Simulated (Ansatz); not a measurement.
`[SeH][SiH2][TeH]` + `N[AsH2]` → `N[AsH][TeH]` + `[SiH3][SeH]` at 298.15 K and 1 bar (ligand exchange at a Te–Si bond).

Calculated with Ansatz (gas phase, PBE0-D4/def2-TZVP geometries, no zero-point term in ΔE). CCSD(T)/CBS is the MP2 limit (def2-TZVPP, def2-QZVPP) plus CCSD(T) − MP2 in def2-TZVPP, frozen cores. Elements past krypton have def2 core potentials. For As, Se, Te outer-core shells are correlated without core-valence functions, which leaves a few kJ/mol of doubt a bond. Scalar relativity is left out up to krypton. Each species was taken in one conformer, which may not be the lowest.

| species | CCSD(T)/CBS energy (Eh) | H − E (kJ/mol) | S (J/(mol·K)) |
| --- | --- | --- | --- |
| `[SeH][SiH2][TeH]` | -2959.95331 | 104.3 | 356.2 |
| `N[AsH2]` | -2292.09958 | 122.1 | 266.6 |
| `N[AsH][TeH]` | -2559.85306 | 127.0 | 334.6 |
| `[SiH3][SeH]` | -2692.20088 | 99.8 | 286.6 |

H − E and S are ideal-gas, rigid-rotor, harmonic terms from PBE0-D4/def2-TZVP, for one conformer and one mirror image of each species. 1 Eh = 2625.50 kJ/mol, R = 8.31446 J/(mol·K).

Problem. By hand: ΔE, ΔH, ΔS and ΔG.

Solution. ΔE = (-2559.85306) + (-2692.20088) − (-2959.95331) − (-2292.09958) = -0.00105 Eh = -2.8 kJ/mol. Δ(H − E) = 127.0 + 99.8 − 104.3 − 122.1 = 0.4, so ΔH = -2.4 kJ/mol. ΔS = 334.6 + 286.6 − 356.2 − 266.6 = -1.6 J/(mol·K). ΔG = -2.4 − 298.15 × (-1.6)/1000 = -1.9 kJ/mol.

Problem. By hand: the equilibrium constant, and the temperature at which ΔG would vanish if ΔH and ΔS stayed fixed.

Solution. log₁₀ K = −ΔG/(RT ln 10) = 0.3. ΔG = 0 at ΔH/ΔS = 1500 K, though so small a ΔH makes that figure unsure.

The number of gas molecules stays the same, so ΔS is small and ΔH decides. The sign of ΔG lies within the doubt. A doubt of 5 kJ/mol in ΔE shifts log₁₀ K by 0.9 here. Other conformers and mirror images would add mixing entropy, several J/(mol·K) or more a flexible species. These are equilibria of isolated gas molecules and say nothing of rates. Largest T1 diagnostic: 0.012 (customary marks: 0.02 for closed shells, 0.045 for open ones).
